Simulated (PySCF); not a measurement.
Compound: C4H7BO2.
SMILES: `CC#CCB(O)O`

Torsions of this conformer, `[CH3:1][C:2]#[C:3][CH2:4][B:5]([OH:6])[OH:7]`: C3–C4–B5–O6 1°, H–O6–B5–C4 0°, H–O7–B5–C4 180°.

The closed-shell ground state was solved at several levels (PySCF, density fitting, gas phase, non-relativistic). The structure is a single GFN2-xTB conformer in the gas phase; no vibrational or solvent corrections.

| level | basis functions | total energy (Eh) | HOMO (eV) | LUMO (eV) | gap (eV) | dipole (D) |
| --- | --- | --- | --- | --- | --- | --- |
| PBE0/def2-SVPD | 202 | -331.3940 | -7.28 | 0.10 | 7.38 | 1.33 |
| B3LYP/pcJ-1 | 259 | -332.0280 | -7.02 | 0.87 | 7.89 | 1.40 |

Task: Estimate the row for PBE0/pcSseg-1, a basis of 154 functions; the other rows only guide the guess.

Result: Total energy -331.5803 Eh, HOMO -7.26 eV, LUMO 1.24 eV, gap 8.50 eV, dipole 1.40 D.

Task: Over all these levels, which gives the widest orbital gap and which the narrowest?

Result: PBE0/pcSseg-1 has the widest, 8.50 eV, and PBE0/def2-SVPD the narrowest, 7.38 eV. The two share the functional. From the narrowest to the widest the HOMO moves by +0.02 eV and the LUMO by +1.14 eV.

Task: How far do the dipole and the HOMO energy spread over the levels?

Result: The dipole runs from 1.33 to 1.40 D (mean 1.37 D) and the HOMO from -7.28 to -7.02 eV.
